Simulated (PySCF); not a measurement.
C₂H₉FOSi₂. Atoms are numbered in the order given.

```xyz
15

O     -2.6384    -0.5603    -0.9935
C     -1.4506     0.2107    -0.8510
Si    -0.2251    -0.6766     0.2762
F     -1.1488    -1.1024     1.5695
C      1.1810     0.4116     0.8452
Si     2.2432     1.1523    -0.5330
H     -2.9611    -0.7638    -0.1045
H     -1.0236     0.3462    -1.8596
H     -1.6538     1.2359    -0.4721
H      0.2683    -1.9435    -0.3246
H      0.7621     1.2421     1.4410
H      1.8370    -0.1679     1.5183
H      2.8120     0.0679    -1.3855
H      1.4073     2.0377    -1.3962
H      3.3627     1.9551     0.0370
```
Charge 0, spin multiplicity 1.

The structure is a stationary point at B3LYP-D3(BJ)/def2-SVP. The structure was generated by enumeration; whether it is a known compound was not checked. One conformer was computed; it need not be the lowest.

Level of theory: PBE/def2-TZVP (PySCF).

Atomic charges (e):

```
atom  Mulliken  meta-Löwdin
----  --------  -----------
O1       -0.40        -0.51
C2       -0.15        -0.26
Si3       0.44         1.00
F4       -0.31        -0.50
C5       -0.40        -0.70
Si6       0.11         0.43
H7        0.30            …
H8        0.12            …
H9        0.10            …
H10      -0.04            …
H11       0.14            …
H12       0.14            …
H13      -0.02            …
H14      -0.02            …
H15      -0.02            …
```

Task: Complete the blanks. (An estimate is asked for; the answer gives what the named calculation found.)

Result: 
- H7, meta-Löwdin: 0.34
- H8, meta-Löwdin: 0.14
- H9, meta-Löwdin: 0.10
- H10, meta-Löwdin: -0.11
- H11, meta-Löwdin: 0.15
- H12, meta-Löwdin: 0.15
- H13, meta-Löwdin: -0.08
- H14, meta-Löwdin: -0.08
- H15, meta-Löwdin: -0.07

Computed Mayer and Wiberg (Löwdin basis) orders of the bonds:
```
bond     Mayer  Wiberg
-------  -----  ------
O1–C2     1.02    1.60
C2–Si3    1.01    1.12
Si3–F4    1.08    1.64
Si3–C5    0.98    1.18
C5–Si6    0.99    1.22
O1–H7     0.89    1.02
C2–H8     0.93    0.87
C2–H9     0.92    0.88
Si3–H10   0.93    0.89
C5–H11    0.91    0.83
C5–H12    0.91    0.83
Si6–H13   0.95    0.95
Si6–H14   0.95    0.95
Si6–H15   0.95    0.95
```
